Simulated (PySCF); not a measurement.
# Excitation energy of K by level of theory

K [Ar] 4s1 (2S) → K [Ar] 3d1 (2D), as a difference of total energies. All numbers are calculated (PySCF 2.14, scalar relativity by spin-free X2C-1e, in x2c-TZVPPall with one added diffuse shell each of s, p, d type (7s5p4d, 42 functions)). Correlated levels: valence and next inner shell: [Ne] frozen. The calculations carry no spin-orbit coupling.

```
                                method  excitation energy (eV)  error (eV)
                                   UHF                   2.490      -0.180
    MP2 (valence and next inner shell)                   2.703      +0.033
SCS-MP2 (valence and next inner shell)                   2.660      -0.010
   CCSD (valence and next inner shell)                   2.700      +0.030
CCSD(T) (valence and next inner shell)                   2.710      +0.040
```

Reference: 2.670 eV (measured; NIST levels, between the centres of gravity of the two terms).

Errors of the correlated levels include the incompleteness of this basis and the frozen core.
